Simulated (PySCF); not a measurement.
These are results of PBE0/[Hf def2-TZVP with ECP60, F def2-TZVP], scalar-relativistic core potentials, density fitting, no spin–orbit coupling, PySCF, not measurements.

Each entry is the lowest minimum that a search over a few typed start shapes (and spin states, where more than one is plausible) found, or that minimum re-optimised at the stated level; isomers with ligand–ligand bonds, or fragments after loss of a ligand pair, can lie lower. Open shells are unrestricted.

HfF₃ is a doublet of D3h symmetry with Hf–F 1.902 Å (×3); F–Hf–F 120.0° (×3). Its wavenumbers are 65, 150 (×2), 646 (×2), 654 cm⁻¹.

Question: What changes when one electron is removed, giving HfF₃⁺?

Answer: It costs 8.06 eV between the minima (8.09 eV with zero-point energy). HfF₃⁺ is a singlet of C3v symmetry with Hf–F 1.840 Å (×3); F–Hf–F 108.6° (×3); wavenumbers 131, 182 (×2), 731 (×2), 757 cm⁻¹.

Spin–orbit coupling, left out here, can matter for elements this heavy.
